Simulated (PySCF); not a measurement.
## Levels of B²⁺ from EOM-EA-GCCSD

Reference: closed-shell B³⁺, 1s2; one electron is added. Calculated with PySCF 2.14, two-component X2C-1e with screened spin-orbit coupling, x2c-TZVPPall-2c with one added diffuse shell each of s, p, d type (6s4p3d1f, 40 functions); frozen nothing; all 78 virtual spinors kept. No Breit or QED terms. Binding energies in eV.

| level | Koopmans |
| --- | --- |
| 2s1/2 | 37.817 |
| 2p1/2 | 31.760 |
| 2p3/2 | 31.753 |
| 3s1/2 | 15.557 |
| 3p1/2 | 13.921 |
| 3p3/2 | 13.919 |
| 3d3/2 | 13.546 |
| 3d5/2 | 13.545 |

Q: How does correlation move these levels?

A: 2s1/2: second order 37.837, EOM-CCSD 37.841; 2p1/2: second order 31.806, EOM-CCSD 31.814; 2p3/2: second order 31.799, EOM-CCSD 31.807; 3s1/2: second order 15.562, EOM-CCSD 15.563; 3p1/2: second order 13.931, EOM-CCSD 13.933; 3p3/2: second order 13.929, EOM-CCSD 13.931; 3d3/2: second order 13.550, EOM-CCSD 13.550; 3d5/2: second order 13.550, EOM-CCSD 13.550.

For comparison, the ionisation energy of B²⁺ is 37.931 eV (measured; NIST Atomic Spectra Database, ionization energies).

The screened spin-orbit operator tends to give fine-structure splittings of light species too large.

The highest levels are limited by the diffuse functions of the basis.
